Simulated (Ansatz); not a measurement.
`N#[C][AlH][OH]` + H₂O → `N#CO` + `[OH][AlH2]` at 400 K and 1 bar (formal hydrolysis of a C–Al bond).

Gas-phase electronic energies from Ansatz, PBE0-D4/def2-TZVP geometries. CCSD(T)/CBS is the MP2 limit (def2-TZVPP, def2-QZVPP) plus CCSD(T) − MP2 in def2-TZVPP, frozen cores. This one scheme is used for every species. One conformer a species, not always the lowest.

```json
{"species": "`N#[C][AlH][OH]`", "CCSD(T)/CBS energy (Eh)": "-411.19791", "H − E (kJ/mol)": "100.8", "S (J/(mol·K))": "331.4"}
{"species": "H₂O", "CCSD(T)/CBS energy (Eh)": "-76.37941", "H − E (kJ/mol)": "69.8", "S (J/(mol·K))": "198.6"}
{"species": "`N#CO`", "CCSD(T)/CBS energy (Eh)": "-168.48100", "H − E (kJ/mol)": "73.4", "S (J/(mol·K))": "255.2"}
{"species": "`[OH][AlH2]`", "CCSD(T)/CBS energy (Eh)": "-319.03157", "H − E (kJ/mol)": "88.7", "S (J/(mol·K))": "271.1"}
```

H − E and S are ideal-gas, rigid-rotor, harmonic terms from PBE0-D4/def2-TZVP, for one conformer and one mirror image of each species. 1 Eh = 2625.50 kJ/mol, R = 8.31446 J/(mol·K).

Q: By hand: ΔE, ΔH, ΔS and ΔG.

A: ΔE = (-168.48100) + (-319.03157) − (-411.19791) − (-76.37941) = 0.06475 Eh = 170.0 kJ/mol. Δ(H − E) = 73.4 + 88.7 − 100.8 − 69.8 = -8.5, so ΔH = 161.5 kJ/mol. ΔS = 255.2 + 271.1 − 331.4 − 198.6 = -3.7 J/(mol·K). ΔG = 161.5 − 400 × (-3.7)/1000 = 163.0 kJ/mol.

Q: By hand: the equilibrium constant, and the temperature at which ΔG would vanish if ΔH and ΔS stayed fixed.

A: log₁₀ K = −ΔG/(RT ln 10) = -21.3. ΔH and −TΔS have one sign here, so there is no such temperature. One of them is within its doubt of zero, so this could turn.

The number of gas molecules stays the same, so ΔS is small and ΔH decides. A doubt of 5 kJ/mol in ΔE shifts log₁₀ K by 0.7 here. Other conformers and mirror images would add mixing entropy, several J/(mol·K) or more a flexible species. These are equilibria of isolated gas molecules and say nothing of rates. Largest T1 diagnostic: 0.014 (customary marks: 0.02 for closed shells, 0.045 for open ones).
